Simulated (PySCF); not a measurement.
PySCF input (M06-2X/6-31G* with LANL2DZ past Ar (5d)):

```python
from pyscf import gto, dft

mol = gto.M(
    atom='''
    Sr    0.18626000   -0.31630100    0.11351400
    Cl    1.54378400    0.76688200   -1.84975400
    Cl   -1.96013100   -0.05985600    1.59601800
    ''',
    basis={'default': '6-31g*', 'Sr': 'lanl2dz'},
    ecp={'Sr': 'lanl2dz'},
    charge=0,
    spin=0,
    verbose=4,
)

mf = dft.RKS(mol, xc='m062x')
mf.grids.level = 4
mf.conv_tol = 1e-9
mf.max_cycle = 100
mf.max_memory = 1500
mf.kernel()
if not mf.converged:
    mf = mf.newton()
    mf.kernel(mf.make_rdm1())
mf.dip_moment()
```

Output:

```
PySCF version 2.14.0

[INPUT] verbose = 4
[INPUT] num. atoms = 3
[INPUT] num. electrons = 44
[INPUT] charge = 0
[INPUT] spin (= nelec alpha-beta = 2S) = 0
[INPUT] symmetry False subgroup None
[INPUT] Mole.unit = angstrom
[INPUT] Symbol           X                Y                Z      unit          X                Y                Z       unit  Magmom
[INPUT]  1 Sr     0.186260000000  -0.316301000000   0.113514000000 AA    0.351980387961  -0.597722262926   0.214510371304 Bohr   0.0
[INPUT]  2 Cl     1.543784000000   0.766882000000  -1.849754000000 AA    2.917328955486   1.449196949859  -3.495528457819 Bohr   0.0
[INPUT]  3 Cl    -1.960131000000  -0.059856000000   1.596018000000 AA   -3.704110758270  -0.113111446912   3.016036909876 Bohr   0.0

nuclear repulsion = 99.3293109755893
number of shells = 21
number of NR pGTOs = 125
number of NR cGTOs = 48
basis = {'default': '6-31g*', 'Sr': 'lanl2dz'}
ecp = {'Sr': 'lanl2dz'}

******** <class 'pyscf.dft.rks.RKS'> ********
method = RKS
initial guess = minao
damping factor = 0
level_shift factor = 0
DIIS = <class 'pyscf.scf.diis.CDIIS'>
diis_start_cycle = 1
diis_space = 8
diis_damp = 0
SCF conv_tol = 1e-09
SCF conv_tol_grad = None
SCF max_cycles = 100
direct_scf = True
direct_scf_tol = 1e-13
XC library pyscf.dft.libxc version 7.1.2
    S. Lehtola, C. Steigemann, M. J. T. Oliveira, and M. A. L. Marques,  SoftwareX 7, 1–5 (2018)
XC functionals = m062x
    Y. Zhao and D. G. Truhlar,  Theor. Chem. Acc. 120, 215 (2008)
    Y. Zhao and D. G. Truhlar,  Theor. Chem. Acc. 120, 215 (2008)
radial grids:
    Treutler-Ahlrichs [JCP 102, 346 (1995); DOI:10.1063/1.469408] (M4) radial grids

becke partition: Becke, JCP 88, 2547 (1988); DOI:10.1063/1.454033
pruning grids: <function nwchem_prune>
grids dens level: 4
symmetrized grids: False
atomic radii adjust function: <function treutler_atomic_radii_adjust>
small_rho_cutoff = 0
Set gradient conv threshold to 3.16228e-05
Initial guess from minao.
tot grids = 89512
init E= -952.014924780475
  HOMO = -0.268747855013502  LUMO = 0.0207064868177142  gap/eV = 7.87645
cycle= 1 E= -950.498052603181  delta_E= 1.52  |g|= 0.93  |ddm|=  2.6
  HOMO = -0.243962717565221  LUMO = -0.113465038641142  gap/eV = 3.55102
cycle= 2 E= -950.740544330747  delta_E= -0.242  |g|= 0.482  |ddm|= 2.21
  HOMO = -0.357688796364007  LUMO = -0.0896908943971813  gap/eV = 7.29259
cycle= 3 E= -950.813137032102  delta_E= -0.0726  |g|= 0.111  |ddm|= 0.881
  HOMO = -0.327731903782934  LUMO = -0.0765067401626789  gap/eV = 6.83618
cycle= 4 E= -950.816913478108  delta_E= -0.00378  |g|= 0.0114  |ddm|= 0.168
  HOMO = -0.328118569063421  LUMO = -0.0762215101771  gap/eV = 6.85447
cycle= 5 E= -950.816950732221  delta_E= -3.73e-05  |g|= 0.00251  |ddm|= 0.0141
  HOMO = -0.327660121468278  LUMO = -0.0762490147075026  gap/eV = 6.84124
cycle= 6 E= -950.816953190518  delta_E= -2.46e-06  |g|= 0.000219  |ddm|= 0.00506
  HOMO = -0.327616114552009  LUMO = -0.0764123033372037  gap/eV = 6.83560
cycle= 7 E= -950.816953232307  delta_E= -4.18e-08  |g|= 2.29e-05  |ddm|= 0.000862
  HOMO = -0.327615120516362  LUMO = -0.0763935093833013  gap/eV = 6.83609
cycle= 8 E= -950.816953233296  delta_E= -9.9e-10  |g|= 5.84e-06  |ddm|= 0.000128
  HOMO = -0.327615640413538  LUMO = -0.0763941797549483  gap/eV = 6.83608
Extra cycle  E= -950.816953233337  delta_E= -4.07e-11  |g|= 2.49e-06  |ddm|= 2.25e-05
converged SCF energy = -950.816953233337
Dipole moment(X, Y, Z, Debye):  3.10349, -5.26977,  1.89156
```

The geometry given is a B3LYP-D3(BJ)/def2-TZVP minimum.
